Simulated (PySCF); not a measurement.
# Identify the compound

An unknown has the formula CH10N4OSi3. Its calculated NMR data are:

¹H NMR (300 MHz, computed): δ 5.36 (br s, 2H), 5.27 (m, 2H), 5.11 (s, 1H), 5.10 (m, 2H), 1.44 (br s, 2H), 0.62 (br s, 1H).

¹³C{¹H} NMR (computed): δ 185.0 (C).

PySCF calculation with NMR shieldings at PBE0/pcSseg-1/GIAO and PBE0-D3(BJ)/def2-SVP structure; equivalent nuclei averaged, one conformer, relativity neglected, no solvent model.

Scale: ¹H (σ = 31.27 ppm) and ¹³C (σ = 184.41 ppm) against TMS (reference shieldings calculated alike).

What is the structure?

## Answers


- Rings plus π bonds: 2 (1 ring in the answer).
- Carbon types of the structure: 1 × C, leaving 10 H on heteroatoms.
- δC 185.0: carbonyl carbon.
- δH 5.36: hydrogen on an amide-type nitrogen; labile proton, position sensitive to the medium.
- δH 5.27, 5.10: hydrogen on a silicon bonded to 2 N, in a 6-membered ring.
- δH 5.11: hydrogen on a silicon bonded to C, 2 N, in a 6-membered ring.
- δH 1.44, 0.62: hydrogen on a nitrogen bonded to 2 Si, in a 6-membered ring; exchangeable; this is the value without hydrogen bonding to other molecules.

The compound is SMILES NC(=O)[SiH]1N[SiH2]N[SiH2]N1.

The shifts were computed for this structure.

OH/NH shifts are gas-phase values; hydrogen bonding in solution moves them, usually downfield. Shifts are as computed. Against solution values, carbons near 30 ppm lie about +2 ppm off and those near 130 ppm about +5 ppm. Of 1211 compounds with measured shifts, 218 miss one by over three times the rms of a fit or turn the order of signals round; such compounds aren't used in these exercises. Hydrogen bonding in solution deshields acid and N–H amide carbonyl carbons by as much as 10 ppm beyond these values. No couplings were computed; multiplicities are counted from neighbouring protons, with m where these are inequivalent, close in shift, in a saturated or five-membered ring or joined by F or P, and br s for small geminal =CH2 splittings.
